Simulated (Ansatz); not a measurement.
Reaction (cleavage of the B–B bond): `BB(F)BF` + H–F → `FBB(F)F` + BH₃

Isolated molecules relaxed with PBE0-D4/def2-TZVP in Ansatz; ΔE leaves out vibrations. CBS: MP2 limit from def2 TZ/QZ plus the TZ coupled-cluster correction, frozen cores. This one scheme is used for every species. DFT in def2-TZVPP. Each species was taken in one conformer, which may not be the lowest.

| level | ΔE (kJ/mol) |
| --- | --- |
| B97M-V | -181.1 |
| B2PLYP | -189.7 |

(1) What does CCSD(T)/CBS give? (Estimate.)

Largest T1 diagnostic among the species: 0.014.

Results:

(1) Computed: -179.6 kJ/mol. The listed levels differ from it by -1.5, -10.1 kJ/mol.

Leaving LDA and LC-ωPBE aside and taking each functional with its dispersion term where it has one, the values, not all of them listed here, spread over 27.1 kJ/mol, from BHLYP-D4 to revPBE-D4. From BLYP to BHLYP (50 % exact exchange), in def2-TZVPP and without D4, ΔE moves by −12.2 kJ/mol.
